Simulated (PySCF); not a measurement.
```xyz
3
charge 1 multiplicity 3, angstrom
Au    0.0000    0.0000    0.0000
Br    2.3532    0.0000    0.0000
Br   -2.3532    0.0000    0.0000
```

Level of theory: UB3LYP/[Au def2-SVP with ECP60, Br def2-SVP], scalar-relativistic core potentials, density fitting, no spin–orbit coupling, PySCF.

This geometry of AuBr₂⁺ is a stationary point at this level.

Q: What is the point group?

A: D∞h.

Q: Is it a minimum?

A: Yes: all harmonic wavenumbers are real.

Q: List the harmonic modes with their infrared intensities.

A: 
| symmetry | ω (cm⁻¹) | IR (km/mol, summed over degenerate members) |
| --- | --- | --- |
| πu | 65 | 0.5 |
| σg+ | 221 | 0.0 |
| σu+ | 288 | 0.4 |

Q: What are the dipole moment and the gap between the highest occupied and lowest empty levels of either spin?

A: 0.00 D about the centre of mass and 1.79 eV.

Q: Give the ideal-gas entropy at 298.15 K and 1 bar by parts.

A: translation 182.1, rotation 79.7, vibration 50.3, spin 9.1; total 321.2 J/(mol K).

In D∞h the vibrations span πu + σg+ + σu+. The σg+ mode carries no infrared intensity, as symmetry demands. With a centre of inversion only u modes can be infrared active and only g modes Raman active.

Other isomers or separated fragments may lie lower. Other spin states or occupations of the open shell can lie lower. No spin–orbit coupling is included, which matters more the heavier the element.
